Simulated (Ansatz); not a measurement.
Ideal-gas functions of Cl3HOZr (`[OH][Zr]([Cl])([Cl])[Cl]`) at 400 K and 1 bar, from an Ansatz frequency run at PBE0-D4/def2-TZVP.

Molar mass 214.59 g/mol, point group C3v (symmetry number 3), electronic degeneracy 1, moments of inertia 374.913, 375.061, 517.86 u Å². Harmonic wavenumbers (cm⁻¹, unscaled): 97, 97, 111, 146, 147, 245, 245, 383, 421, 421, 762, 3981.

Use S(trans) = R[1.5 ln M + 2.5 ln T − 1.1517]; rotational temperatures θ = 24.2544 K / I; S(rot) = R[ln(√π/σ · √(T³/θAθBθC)) + 1.5]; for each mode x = 1.438777 ν̃/T, S = R[x/(eˣ − 1) − ln(1 − e⁻ˣ)] and H = RT x/(eˣ − 1); 1 cm⁻¹ = 0.0119627 kJ/mol; R = 8.31446 J/(mol·K).

**Question.** By hand: the entropy, in J/(mol·K).

**Answer.** Translation 181.9. Rotation: θ = 0.0647, 0.0647, 0.0468 K, giving 118.3. Vibration, mode by mode: 17.11, 17.11, 16.00, 13.76, 13.71, 9.63, 9.63, 6.28, 5.62, 5.62, 2.13, 0.00, in all 116.6. Electronic 0.0. Sum 416.8 J/(mol·K).

**Question.** By hand: H − E and G − E in kJ/mol, counted from the electronic energy.

**Answer.** Zero-point energy ½ × 7056 × 0.0119627 = 42.2; thermal vibration 22.5; translation, rotation and pV give 4 RT = 13.3. H − E = 78.0 kJ/mol, and G − E = 78.0 − 400 × 416.8/1000 = -88.7 kJ/mol.

Vibration gives 28 % of the entropy, 77.7 J/(mol·K) of it from the modes under 150 cm⁻¹: soft modes count most, and the harmonic formula is weakest for them. The sum counts one conformer and one mirror image; others add a mixing term.
